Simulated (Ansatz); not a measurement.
**Two structures, one formula**

The two ends of one reaction step of Si2H3Cl3, closed shell (PBE0-D4/def2-TZVP).

A:

```xyz
8
angstrom
Si -0.0242 -0.3905 1.5807
Si -0.4626 0.9565 -1.6704
Cl 1.0185 -1.0473 -0.0896
Cl -1.0785 -0.4466 -3.0840
Cl 1.2695 1.7014 -2.5595
H -1.4651 -0.5968 1.3253
H 0.2956 1.0381 1.7823
H 0.4469 -1.2149 2.7153
```

B:

Si1  (-0.359, 0.073, 1.205)
Si2  (0.306, -0.062, -1.025)
Cl3  (2.130, -0.969, -1.181)
Cl4  (-1.042, -1.144, -2.115)
Cl5  (0.446, 1.802, -1.850)
H6  (-1.686, 0.736, 1.262)
H7  (0.649, 0.867, 1.950)
H8  (-0.444, -1.303, 1.754)
(Å)

Program: Ansatz 0.2.0. Basis: def2-TZVPP. Cores are frozen in the correlated methods. B3LYP uses VWN-RPA correlation.

(1) Which structure is lower at CCSD(T), and by how much? (To be estimated.)

T1 diagnostic: at most 0.012.

## Answers

(1) By the calculation: B, by 139.8 kJ/mol (electronic energy, against the other). By their contacts, A is a complex of SiH₃Cl ([SiH3][Cl]) + SiCl₂ and B is Si₂H₃Cl₃ ([SiH3][Si]([Cl])([Cl])[Cl]).

All methods give the same order:

| method | E(B) − E(A) (kJ/mol) |
| --- | --- |
| SPW92 | -146.1 |
| PBE-D4 | -134.7 |
| BLYP-D4 | -113.8 |
| r2SCAN-D4 | -151.9 |
| B97M-V | -146.0 |
| PBE0-D4 | -148.8 |
| B3LYP-D4 | -127.5 |
| r2SCAN0-D4 | -156.6 |
| BHLYP-D4 | -141.4 |
| CAM-B3LYP-D4 | -137.2 |
| wB97X-V | -150.9 |
| wB97M-V | -126.2 |
| B2PLYP | -133.9 |
| PBE-QIDH | -157.6 |
| RPA on PBE | -127.4 |
| HF | -142.0 |
| MP2 | -147.9 |
| CCSD | -140.7 |
| CCSD(T) | -139.8 |

Labels in which every atom is bracketed show which atoms are joined, not bond orders.

For scale, one of the runs: CCSD(T)/def2-TZVPP, 252 basis functions, launched by `ansatz run in.yaml --threads 8 --pin off --events-out ev --progress --plain --max-ram 19148MiB`. Time: 34 s of wall clock on 8 CPU threads of an Intel Xeon Platinum 8259CL; the host was shared. Peak host memory: 4.6 GiB.
